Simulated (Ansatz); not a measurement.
```yaml
crystal:
  periodic: [false, false, false]
  atoms:
    - {symbol: C, position_ang: [-2.071711, -0.839543, 0.438965]}
    - {symbol: In, position_ang: [-0.148495, -0.489815, 1.229747]}
    - {symbol: C, position_ang: [1.284270, 0.407608, -0.023357]}
    - {symbol: C, position_ang: [2.027736, 0.949308, -0.744959]}
    - {symbol: S, position_ang: [3.309437, 1.667437, -1.642570]}
    - {symbol: H, position_ang: [-2.005035, -1.637473, -0.271985]}
    - {symbol: H, position_ang: [-2.377535, 0.109671, -0.163036]}
    - {symbol: H, position_ang: [-2.816752, -1.043848, 1.222233]}
    - {symbol: H, position_ang: [0.371081, -0.945648, 2.818902]}
    - {symbol: H, position_ang: [2.497918, 1.812781, -2.711591]}
basis:
  gaussian: {orbitals: def2-TZVP, fitting: {mean_field: cc-pVTZ-jkfit}, final_grid: {core_spheres: 5, valence_spheres: 4, degree: 11}}
magnetization: {spin_polarized: true, initial_magnetization: 0}
hamiltonian: {xc: {name: HF}}
correlation: {method: mp2, electrons: outside_noble_gas}
accuracy: high
output: {forces: true}
```

```sh
$ ansatz run in.yaml --threads 4 --pin off --events-out ev --progress --plain --max-ram 10444MiB
```

How does Ansatz answer? (Estimate.)

Computed: The program refused the input.
```
Functional definition: HF
Error: <dir> the basis set cc-pVTZ-JKFIT has no functions for In
```
